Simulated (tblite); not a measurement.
Run record: tight-binding relaxation, `C[Si](/C=P/C#C)(C)C`.

Computed with GFN2-xTB geometry optimisation, gas phase (tblite 0.8.0). Start geometry: from a force field or distance geometry. The input is one job of a driver script: a line of settings, then coordinates in Å.

Command:
```bash
OMP_NUM_THREADS=1 python probes_run.py task.json out
```

Input:
```
{"job": {"kind": "relax", "xc": "GFN2-xTB", "basis": "xTB"}, "charge": 0, "multiplicity": 1}
C      4.894000    -0.147200    -1.473900
C      3.859800    -0.142000    -0.852500
P      2.316000    -0.153300     0.121300
C      0.808200     0.034300    -0.678000
Si    -0.804600     0.026000     0.291800
C     -2.236200     0.243900    -0.930600
C     -0.859800     1.447500     1.512900
C     -1.044800    -1.590200     1.201800
H      5.798000    -0.146000    -2.028000
H      0.772700     0.142500    -1.758500
H     -2.135900     1.187600    -1.472200
H     -2.247100    -0.575500    -1.653700
H     -3.192700     0.250100    -0.386900
H     -1.824200     1.470000     2.023400
H     -0.717900     2.411300     1.011400
H     -0.082500     1.335400     2.287100
H     -0.271500    -1.738100     1.955200
H     -2.022600    -1.612000     1.703000
H     -1.018600    -2.435000     0.507100
```

Task: Estimate the output.

Result: 
```
step      E/eV     max force
  0    -613.40483    1.909
  1    -613.49614    1.427
  2    -613.53514    2.826
  3    -613.61137    0.723
  4    -613.65425    1.172
  5    -613.69684    0.932
  6    -613.71593    0.528
  7    -613.73926    0.429
  8    -613.75555    0.533
  9    -613.76651    0.330
... (47 lines left out)
 57    -613.84940    0.065
 58    -613.84985    0.062
 59    -613.85037    0.066
 60    -613.85079    0.054
 61    -613.85105    0.029
 62    -613.85120    0.032
 63    -613.85129    0.023
 64    -613.85132    0.013
 65    -613.85134    0.012
 66    -613.85134    0.008
```

«max force» is the largest atomic force in eV/Å.

Task: From which step on does the largest force stay under 0.1 eV/Å, and how much energy is left to gain from there?

Result: From step 48 (0.062 eV/Å), 3.7 meV above the end.

Summary of the converged run: energy lowered by 10.3 kcal/mol over 66 steps; largest atomic force 0.008 eV/Å at the end.

Task: Where do the atoms end?

Result: 0.270 Å rms from the input after alignment:
```
atom  x, y, z in Å
C1     4.4722   -0.1027   -1.6198
C2     3.5819   -0.1319   -0.8095
P3     2.3620   -0.1896    0.4656
C4     0.9670   -0.0049   -0.4551
Si5   -0.7577    0.0226    0.3151
C6    -2.0484    0.2472   -1.0672
C7    -0.8634    1.4683    1.5555
C8    -1.0564   -1.6227    1.2336
H9     5.2232   -0.0732   -2.3553
H10    1.0600    0.1021   -1.5283
H11   -1.8931    1.1764   -1.6066
H12   -2.0025   -0.5636   -1.7875
H13   -3.0553    0.2684   -0.6622
H14   -1.8180    1.4770    2.0725
H15   -0.7513    2.4258    1.0556
H16   -0.0813    1.3965    2.3054
H17   -0.2813   -1.8028    1.9726
H18   -2.0115   -1.6200    1.7498
H19   -1.0560   -2.4636    0.5465
```

The run took 0.6 s on one thread, Arm Neoverse V1 (aarch64), no GPU, on a shared host.
Labels such as C1 count atoms from 1, the log's own numbers from 0.
